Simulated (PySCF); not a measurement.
Orbital picture of NaCd

UHF at R = 3.417 Å; Na cc-pVDZ, Cd cc-pVDZ-PP with ECP28; scalar-relativistic core potentials (PySCF 2.14). State: ²Σ⁺ (doublet), unpaired electrons σ ↑. Only the outer orbitals are listed, counted within each symmetry, core potentials removing the inner ones.

```tsv
spin	orbital	occ.	ε (eV)	on Na (%)	main shells (%)
α	1δ	1	-19.78	0	100 Cd d
α	1δ	1	-19.78	0	100 Cd d
α	6σ	1	-19.77	0	100 Cd d
α	3π	1	-19.77	0	100 Cd d
α	3π	1	-19.77	0	100 Cd d
α	7σ	1	-8.22	10	90 Cd s, 8 Na s
α	8σ	1	-4.65	84	82 Na s, 12 Cd p
α	4π	0	0.49	80	80 Na p, 20 Cd p
α	4π	0	0.49	80	80 Na p, 20 Cd p
α	9σ	0	0.69	56	49 Na p, 45 Cd p
β	1δ	1	-19.78	0	100 Cd d
β	1δ	1	-19.78	0	100 Cd d
β	3π	1	-19.76	0	100 Cd d
β	3π	1	-19.76	0	100 Cd d
β	6σ	1	-19.75	0	100 Cd d
β	7σ	1	-7.90	4	94 Cd s
β	8σ	0	0.54	78	67 Na s, 20 Cd p, 11 Na p
β	4π	0	0.85	65	64 Na p, 35 Cd p
β	4π	0	0.85	65	64 Na p, 35 Cd p
```

Task: Which are the highest filled and the lowest empty level, where do they sit, and how wide is the gap?

Result: Highest filled α 8σ at -4.65 eV (in %: 82 Na s, 12 Cd p); lowest empty α 4π at 0.49 eV (in %: 80 Na p, 20 Cd p); the gap at UHF is 5.14 eV. An empty level above zero is unbound, and its energy depends on the basis.

| Item | Value |
| --- | --- |
| bond order (Mayer) | 0.28 |
| ⟨S²⟩ | 0.784 |
| charge on Na (Mulliken, basis-dependent) | 0.01 |
| charge on Na (Löwdin, basis-dependent) | -0.16 |
| dipole moment (positive dipole means Na(−)Cd(+)) | 0.41 D |
| polarisability along the bond | 428.8 bohr³ |
| polarisability across the bond | 202.6 bohr³ |

Spin–orbit coupling is left out. The state was picked by a PBE0 search and need not be the measured ground state.
